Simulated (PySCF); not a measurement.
An unknown shows these calculated signals:

$^{1}$H NMR (600 MHz, computed): δ 7.15 (m, 1H), 6.62 (m, 1H), 6.08 (d, 1H), 5.71 (m, 1H), 4.69 (m, 2H).

$^{13}$C{$^{1}$H} NMR (computed): δ 172.2 (C), 156.5 (CH), 124.6 (CH), 123.0 (CH), 121.8 (CH).

PySCF 2.14.0 with density-fitted response routines calculation with shielding tensors at PBE0/pcSseg-1 (GIAO) and structure optimised with GFN2-xTB; a single conformation, no relativistic terms, equivalent nuclei averaged, no solvent.

Shifts are taken against calculated references (same method and geometry level): TMS for $^{1}$H (σref 31.72), $^{13}$C (σref 186.93).

Question: Which of these does the molecule contain: an NH or NH2 group, a CH3CH2 unit, a Si–H bond, a vinyl group CH=CH2, a non-aromatic C=C double bond?

Answer: 
- An NH or NH2 group: no.
- A CH3CH2 unit: no.
- A Si–H bond: yes (δH 4.69 (m)).
- A vinyl group CH=CH2: no.
- A non-aromatic C=C double bond: yes.

The data belong to SMILES FC(F)OC1=CC=C[SiH2]1, C₅H₆F₂OSi; they needn't prove each group on their own.

Carbon signals by region: 1 in the far downfield region (above 160 ppm), 4 in the sp2 and nitrile region (100–160 ppm). Above 160 ppm: 172.2, alkene carbon bearing oxygen.

Splittings by $^{19}$F in the carbon and heteronuclear signals aren't shown, as no couplings were computed. Shifts are as computed. Against solution values, carbons near 30 ppm lie about +3 ppm off and those near 130 ppm about +5 ppm. Of 1211 compounds with measured shifts, 218 miss one by over three times the rms of a fit or turn the order of signals round; such compounds aren't used in these exercises. No couplings were computed; multiplicities are counted from neighbouring protons, with m where these are inequivalent, close in shift, in a saturated or five-membered ring or joined by F or P, and br s for small geminal =CH2 splittings.
